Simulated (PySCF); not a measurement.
**Structure from 2D NMR**

Compound of formula C₇H₈O. Correlations simulated from computed shifts and couplings:

HSQC (one-bond C–H):
```csv
δH,δC,"1J(C,H) (Hz)"
7.29,134.4,166
7.19,135.5,163
6.98,118.8,167
6.89,124.2,169
2.16,16.0,132
```

COSY cross peaks (|J| ≥ 2 Hz):
```csv
δH,δH,abs. J (Hz),bonds
7.29,6.98,9.1,3
7.29,6.89,8.2,3
7.19,6.89,8.3,3
```

HMBC (two and three bonds, |J| ≥ 2.5 Hz):
```csv
δH,δC [abs. J in Hz]
7.29,"160.7 [10.3], 135.5 [9.0]"
7.19,"160.7 [8.6], 134.4 [9.2], 16.0 [6.0]"
6.98,"160.7 [3.0], 124.2 [8.6], 122.2 [5.1]"
6.89,"122.2 [8.6], 118.8 [8.4]"
2.16,"160.7 [4.3], 135.5 [5.2], 122.2 [5.1]"
```

Carbons without hydrogens: δ 160.7, 122.2.

Fast rotation and ring inversion assumed for equivalent nuclei, no relativistic terms, one conformer, gas phase. PBE0/pcSseg-1 with gauge-including orbitals; PBE0-D3(BJ)/def2-SVP structure; J: B3LYP/pcJ-1 (without the spin–dipole term); PySCF.

Shifts are taken against calculated references (same method and geometry level): 1H and 13C vs TMS.

Exchangeable hydrogens are left out of these lists, and C,H couplings along chains are those of one rotamer, so weak HMBC peaks may be missing or extra.

Q: Assemble the structure.

A: `C1=CC=C(O)C(C)=C1`.

Atoms are numbered as in `[CH3:1][c:2]1[cH:3][cH:4][cH:5][cH:6][c:7]1[OH:8]`. Each H is labelled by its parent atom.

1. δC 160.7 is C7, an aromatic carbon bearing oxygen.
2. δC 135.5 is C3, an aromatic CH (δH 7.19).
3. δC 134.4 is C5, an aromatic CH (δH 7.29).
4. δC 124.2 is C4, an aromatic CH (δH 6.89).
5. δC 122.2 is C2, a substituted aromatic carbon.
6. δC 118.8 is C6, an aromatic CH (δH 6.98).
7. δC 16.0 is C1, a methyl carbon on an aromatic ring (δH 2.16).
8. HMBC from δH 7.29 reaches the proton-free carbon C7.
9. HMBC from δH 7.19 reaches the proton-free carbon C7.
10. HMBC from δH 6.98 reaches the proton-free carbons C7, C2.
11. HMBC from δH 6.89 reaches the proton-free carbon C2.
12. COSY links 7.29–6.98, 7.29–6.89, 7.19–6.89.

The shifts were computed for this structure.

Exchangeable OH/NH protons stand at their gas-phase positions; hydrogen bonding in a real sample shifts them, mostly to higher δ. Unscaled 3J(H,H) at this level run about 10 % above measured values. Shifts are as computed. Against solution values, carbons near 30 ppm lie about +2 ppm off and those near 130 ppm about +5 ppm. Of 1211 compounds with measured shifts, 218 miss one by over three times the rms of a fit or turn the order of signals round; such compounds aren't used in these exercises.
